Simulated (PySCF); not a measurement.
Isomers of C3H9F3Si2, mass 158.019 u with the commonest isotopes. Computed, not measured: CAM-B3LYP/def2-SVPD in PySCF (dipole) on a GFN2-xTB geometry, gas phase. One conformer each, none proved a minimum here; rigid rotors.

Question: Order these by out-of-plane moment Σ m c² = (Ia + Ib − Ic)/2, smallest first.
A. `[CH3:1][SiH2:2][C@@H:3]([SiH3:4])[C:5]([F:6])([F:7])[F:8]` with C1–Si2–C3–Si4 -49°
B. `[F:1][CH2:2][C:3]([F:4])([CH2:5][F:6])[SiH2:7][SiH3:8]` with F1–C2–C3–F4 -173°, C2–C3–C5–F6 -157°, C2–C3–Si7–Si8 -154°
C. `[CH3:1][CH2:2][SiH2:3][SiH2:4][C:5]([F:6])([F:7])[F:8]` with C1–C2–Si3–Si4 61°, C2–Si3–Si4–C5 132°
D. `[CH3:1][SiH2:2][CH2:3][SiH2:4][C:5]([F:6])([F:7])[F:8]` with C1–Si2–C3–Si4 -85°, Si2–C3–Si4–C5 62°
E. `[CH3:1][CH2:2][Si@H:3]([SiH3:4])[C:5]([F:6])([F:7])[F:8]` with C1–C2–Si3–Si4 -62°
F. `[F:1][C:2]([F:3])([F:4])[SiH2:5][CH2:6][CH2:7][SiH3:8]` with C2–Si5–C6–C7 177°, Si5–C6–C7–Si8 179°

Answer: F (53.11 u·Å²), E (62.13 u·Å²), D (63.31 u·Å²), C (67.93 u·Å²), A (85.15 u·Å²), B (103.48 u·Å²).

Question: Order these by radius of gyration √(Σ m r²/M), largest first.
A. `[F:1][C:2]([F:3])([F:4])[SiH2:5][CH2:6][CH2:7][SiH3:8]` with C2–Si5–C6–C7 177°, Si5–C6–C7–Si8 179°
B. `[CH3:1][SiH2:2][CH2:3][SiH2:4][C:5]([F:6])([F:7])[F:8]` with C1–Si2–C3–Si4 -85°, Si2–C3–Si4–C5 62°
C. `[F:1][CH2:2][C:3]([F:4])([CH2:5][F:6])[SiH2:7][SiH3:8]` with F1–C2–C3–F4 -173°, C2–C3–C5–F6 -157°, C2–C3–Si7–Si8 -154°
D. `[CH3:1][CH2:2][Si@H:3]([SiH3:4])[C:5]([F:6])([F:7])[F:8]` with C1–C2–Si3–Si4 -62°
E. `[CH3:1][SiH2:2][C@@H:3]([SiH3:4])[C:5]([F:6])([F:7])[F:8]` with C1–Si2–C3–Si4 -49°
F. `[CH3:1][CH2:2][SiH2:3][SiH2:4][C:5]([F:6])([F:7])[F:8]` with C1–C2–Si3–Si4 61°, C2–Si3–Si4–C5 132°

Answer: A (2.681 Å), F (2.401 Å), D (2.192 Å), B (2.164 Å), C (2.135 Å), E (2.027 Å).

Question: Order these by rotational constant A, smallest first.
A. `[CH3:1][SiH2:2][CH2:3][SiH2:4][C:5]([F:6])([F:7])[F:8]` with C1–Si2–C3–Si4 -85°, Si2–C3–Si4–C5 62°
B. `[CH3:1][CH2:2][SiH2:3][SiH2:4][C:5]([F:6])([F:7])[F:8]` with C1–C2–Si3–Si4 61°, C2–Si3–Si4–C5 132°
C. `[F:1][CH2:2][C:3]([F:4])([CH2:5][F:6])[SiH2:7][SiH3:8]` with F1–C2–C3–F4 -173°, C2–C3–C5–F6 -157°, C2–C3–Si7–Si8 -154°
D. `[F:1][C:2]([F:3])([F:4])[SiH2:5][CH2:6][CH2:7][SiH3:8]` with C2–Si5–C6–C7 177°, Si5–C6–C7–Si8 179°
E. `[CH3:1][SiH2:2][C@@H:3]([SiH3:4])[C:5]([F:6])([F:7])[F:8]` with C1–Si2–C3–Si4 -49°

Answer: E (1604 MHz), C (1899 MHz), A (2041 MHz), B (2850 MHz), D (3386 MHz).

```csv
SMILES,point group,Ia (u·Å²),Ib (u·Å²),Ic (u·Å²),κ,μa (D),μb (D),μc (D)
C[SiH2]C[SiH2]C(F)(F)F,C1,247.58,555.68,676.64,-0.75,1.89,1.84,0.50
CC[SiH2][SiH2]C(F)(F)F,C1,177.32,801.54,843.00,-0.97,3.61,0.75,0.22
C[SiH2][C@@H]([SiH3])C(F)(F)F,C1,315.16,419.13,563.99,-0.12,2.02,1.17,0.62
CC[Si@H]([SiH3])C(F)(F)F,C1,319.61,501.52,696.87,-0.34,3.12,0.28,0.31
FCC(F)(CF)[SiH2][SiH3],C1,266.10,557.87,617.00,-0.84,1.04,0.05,0.50
FC(F)(F)[SiH2]CC[SiH3],near Cs,149.25,1039.64,1082.68,-0.99,2.76,1.44,0.01
```
